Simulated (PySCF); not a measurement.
# HfCl4(H2O): from a saddle point downhill

PySCF 2.14.0, RKS PBE, Hf def2-SVP with ECP60, Cl def2-SVP, O def2-SVP, H def2-SVP; non-relativistic Hamiltonian with scalar-relativistic core potentials where named; density fitting; no spin-orbit coupling. Relaxed within the symmetry of its start, the geometry (C2v) is

```xyz
8

Hf   -0.0197   -0.0341    0.0000
Cl   -0.2909   -0.5039    2.3450
Cl   -0.2909   -0.5039   -2.3450
Cl    2.3121    0.1856    0.0000
Cl   -0.9953    2.0951    0.0000
O    -1.1981   -2.0752    0.0000
H    -2.1671   -2.1813    0.0000
H    -0.8055   -2.9674    0.0000
```

and its lowest harmonic modes are -408, -396, -59, 84, 100, 120 cm⁻¹ (negative: unstable). It was moved along the lowest mode and relaxed again, within the group C2 that the move left.

(1) Where does it end, and how much lower?

(2) How do the contacts change?

(3) Is the end a minimum?

State: singlet.

Answers

(1) In C2v, 0.477 eV lower, after 17 steps:
```xyz
8

Hf   -0.0256   -0.0444    0.0000
Cl   -0.5371   -0.5229    2.3140
Cl   -0.1842   -0.7266   -2.3140
Cl    2.3017    0.1775    0.1634
Cl   -0.9972    2.0821   -0.1634
O    -1.1583   -2.0063    0.0000
H    -1.4868   -2.4379    0.8148
H    -1.3678   -2.5065   -0.8148
```

(2) 
```csv
contact,saddle (Å),end (Å)
Hf1–Cl2 (Cl),2.407,2.418
Hf1–Cl3 (Cl),2.407,2.418
Hf1–Cl4 (Cl),2.342,2.344
Hf1–Cl5 (Cl),2.342,2.344
Hf1–O6 (H2O),2.357,2.265
```


(3) Probably not: 1 of the modes stay unstable (below −25 cm⁻¹), though so soft as to be near the noise; lowest modes -33, 76, 90, 112, 114, 145 cm⁻¹.
